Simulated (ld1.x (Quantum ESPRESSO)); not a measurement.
# What one change does to a pseudopotential (carbon, TM)

```json
{
 "Element": "carbon",
 "Generator": "ld1.x (Quantum ESPRESSO) 7.5",
 "Type": "norm-conserving Troullier–Martins (Kleinman–Bylander form)",
 "Functional": "BLYP",
 "Relativity": "scalar-relativistic",
 "Frozen core": "[He]",
 "Valence charge": "4",
 "Reference configuration": "2s2 2p2",
 "Partial waves": "2s (bound): rc 0.80 bohr; 2p (bound): rc 1.55 bohr",
 "Local potential": "all-electron potential smoothed inside 0.70 bohr (lloc = -1)",
 "Core correction": "a·sin(br)/r model core inside 0.55 bohr"
}
```

Change: functional LDA (PZ).

Cutoffs: the cutoffs (Ry, on a coarse ladder) from which the occupation-weighted sum of valence levels, in a spherical-Bessel basis at the reference potential, stays within 10 and 1 mRy of its value at 400 Ry; they do not see the model core or the augmentation charge, which bear on the density cutoff. Errors are all-electron minus pseudo energies relative to the spin-unpolarised reference configuration.

Problem. What does the change do?

Solution. The potential gets neither clearly harder nor softer (100 Ry and 230 Ry → 100 Ry and 230 Ry); the number of tests with a reliable result goes from 7 to 9; of the 7 tests that both files solve, the error grows in 0 and shrinks in 3 by more than 15 % and 0.3 meV (median size 11.9 → 10.2 meV); neither file shows a bound ghost.

| quantity | base | changed |
| --- | --- | --- |
| cutoff, loose | 100 Ry | 100 Ry |
| cutoff, tight | 230 Ry | 230 Ry |
| loose cutoff by channel (10 mRy a level) | s 80 Ry, p 35 Ry | s 90 Ry, p 35 Ry |
| bound ghosts | none | none |
| error for 2s2 2p1, meV [ΔE 10.83 → 10.99 eV] | +12 | +10 |
| error for 2s2 2p0, meV [ΔE 35.00 → 35.25 eV] | +128 | +109 |
| error for 2s1 2p0, meV [ΔE 83.16 → 83.22 eV] | +276 | +241 |
| error for 2s2 2p1.5, meV [ΔE 3.94 → 4.03 eV] | +1.5 | +1.3 |
| error for 2s1 2p3, meV [ΔE 8.39 → 8.24 eV] | +9.5 | +7.7 |
| error for 2s0 2p4, meV [ΔE 16.81 → 16.52 eV] | +40 | +32 |
| error for 2s2 2p2.3, meV [ΔE -1.14 → -1.20 eV] | +0.2 | +0.2 |
| s: phases at 1.69 bohr within 0.05 rad from the reference energy up to (Ry; the scan ends near 5) | 4.3 | 4.3 |
| p: phases at 1.69 bohr within 0.05 rad from the reference energy up to (Ry; the scan ends near 5) | 4.7 | 4.6 |
